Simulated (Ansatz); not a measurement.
Species: sum formula H$_{5}$Si$_{2}$OCl$_{2}$, net charge 1, singlet state. It need not be the lowest isomer of its formula. 
Geometry from a B3LYP-D3(BJ)/def2-TZVP (Ansatz, a quantum-chemistry and plane-wave program) optimisation:
SMILES: Cl[SiH](Cl)[OH+][SiH3]
```xyz
10

Si     0.5541     0.1711     0.5717
Cl     0.4628     1.7146    -0.7025
Cl     2.0889    -1.0890     0.3084
O     -0.8450    -0.8344     0.1207
Si    -2.5391    -0.3179    -0.2372
H      0.3009     0.5475     1.9565
H     -2.6603     0.8465     0.6443
H     -3.2965    -1.5085     0.1614
H     -2.5428    -0.0205    -1.6718
H     -0.6304    -1.7697    -0.0375
```
Charge +1, spin multiplicity 1.

Parts of the frozen-core correlation energy in cc-pwCVTZ (Ansatz, hartree). Frozen orbitals: 21; correlated occupied orbitals by spin: 16 and 16; virtual: 312 and 312. No spin-orbit coupling. No relativistic terms.

| term | value |
|---|---|
| reference (HF) | -1574.66572 |
| MP2 opposite-spin | (withheld) |
| MP2 same-spin | -0.19981 |
| CCSD correlation | (withheld) |
| (T) | (withheld) |
| T1 diagnostic | 0.010 |
| largest doubles amplitude | 0.019 |

Problem. What belongs in the gaps?

Solution. 
- MP2 opposite-spin, value: -0.66472
- CCSD correlation, value: -0.92408
- (T), value: -0.03617
